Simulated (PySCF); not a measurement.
Compound: cis-PdH2(PF3)2 (singlet state).
Z-matrix (Å and degrees, PBE0-D3(BJ)/def2-SVP geometry), rows numbered from 1:
```
Pd
H   1  1.8262
H   1  1.8267  2   26.32
P   1  2.2276  2  133.87  3    -2.71
F   4  1.5883  1  116.89  2  -107.31
F   4  1.5889  1  118.14  2   136.05
F   4  1.5919  1  124.37  2    14.17
P   1  2.2287  2  107.31  3   178.14
F   8  1.5889  1  118.08  2   137.78
F   8  1.5914  1  124.18  2    16.14
F   8  1.5881  1  117.20  2  -105.44
```

Computed with PBE0-D3(BJ)/def2-SVP geometry optimisation, gas phase, def2 core potentials past Kr (PySCF).

Take the most abundant isotopes and a rigid rotor. 

(1) What are A, B and C (GHz)?

(2) Classify the top.

(3) What does the inertial defect say?

(4) Give the other two planar moments, Paa and Pbb, and the rms extents of the mass along the axes.

(5) Give the coordinates in the principal-axis frame, origin at the centre of mass.

(6) List the rotational levels J(Ka,Kc) to J = 3 (MHz).

(7) Predict some low-J microwave lines.

Answers

(1) Ia = 337.75, Ib = 1126.22, Ic = 1245.38 u·Å²; 505379 MHz·u·Å²/I gives 1496, 448.7 and 405.8 MHz, that is A = 1.4963, B = 0.4487, C = 0.4058 GHz.

(2) A near-prolate asymmetric top. Ray's parameter κ = (2B − A − C)/(A − C) = -0.921; −1 is the prolate and +1 the oblate limit.

(3) Not planar: Δ = Ic − Ia − Ib = -218.59 u·Å². For a rigid frame Δ = −2 Σ m c², so Σ m c² = 109.30 u·Å² lies off the ab plane: 0.00 from hydrogen and 109.30 from heavier atoms. The atom farthest from that plane is 1.36 Å away.

(4) Paa = Σ m a² = (Ib + Ic − Ia)/2 = 1016.93 and Pbb = Σ m b² = (Ia + Ic − Ib)/2 = 228.45 u·Å². With the mass M = 283.86 u, the rms extents √(P/M) along a, b and c are 1.89, 0.90, 0.62 Å.

(5) The sense of each axis is arbitrary; atoms in the order of the calculation.
```tsv
atom	mass (u)	a (Å)	b (Å)	c (Å)
Pd1	105.903	-0.001	0.869	0.000
H2	1.008	0.419	2.646	0.023
H3	1.008	-0.412	2.649	-0.011
P4	30.974	-1.918	-0.265	-0.006
F5	18.998	-2.315	-1.012	1.338
F6	18.998	-2.055	-1.500	-0.995
F7	18.998	-3.342	0.379	-0.311
P8	30.974	1.918	-0.265	0.005
F9	18.998	2.025	-1.549	0.935
F10	18.998	3.328	0.365	0.391
F11	18.998	2.364	-0.943	-1.360
```

(6) Above 0(0,0):
J = 1: 1(0,1) 855, 1(1,1) 1902, 1(1,0) 1945
J = 2: 2(0,2) 2562, 2(1,2) 3568, 2(1,1) 3697, 2(2,1) 6840, 2(2,0) 6841
J = 3: 3(0,3) 5121, 3(1,3) 6067, 3(1,2) 6324, 3(2,2) 9403, 3(2,1) 9410, 3(3,1) 14750, 3(3,0) 14750

(7) The dipole components are |μa| = 0.00 D, |μb| = 1.95 D, |μc| = 0.00 D. The squared components, which scale the intensities, stand as 0.00 : 1.00 : 0.00 (a : b : c). Some lines, for components of 0.1 D or more:

| type | branch | J(Ka,Kc) | MHz | lower level (cm⁻¹) |
| --- | --- | --- | --- | --- |
| b | Q | 5(1,4) ← 5(0,5) | 1426 | 0.426 |
| b | R | 3(0,3) ← 2(1,2) | 1553 | 0.119 |
| b | Q | 3(2,1) ← 3(1,2) | 3086 | 0.211 |
| b | Q | 2(2,0) ← 2(1,1) | 3144 | 0.123 |
| b | Q | 4(2,3) ← 4(1,4) | 3424 | 0.313 |
| b | R | 3(1,3) ← 2(0,2) | 3504 | 0.085 |
| b | Q | 5(2,4) ← 5(1,5) | 3534 | 0.452 |
| b | Q | 3(3,1) ← 3(2,2) | 5346 | 0.314 |
| b | R | 3(2,2) ← 2(1,1) | 5706 | 0.123 |
| b | R | 5(3,2) ← 4(2,3) | 9627 | 0.428 |
| b | R | 4(4,1) ← 3(3,0) | 10902 | 0.492 |
| b | R | 5(5,0) ← 4(4,1) | 13894 | 0.856 |

No PBE0-D3(BJ)/def2-SVP frequencies stand behind this structure, so it isn't proved a minimum. Constants of a rigid frame at the computed geometry: no zero-point averaging, no centrifugal distortion.
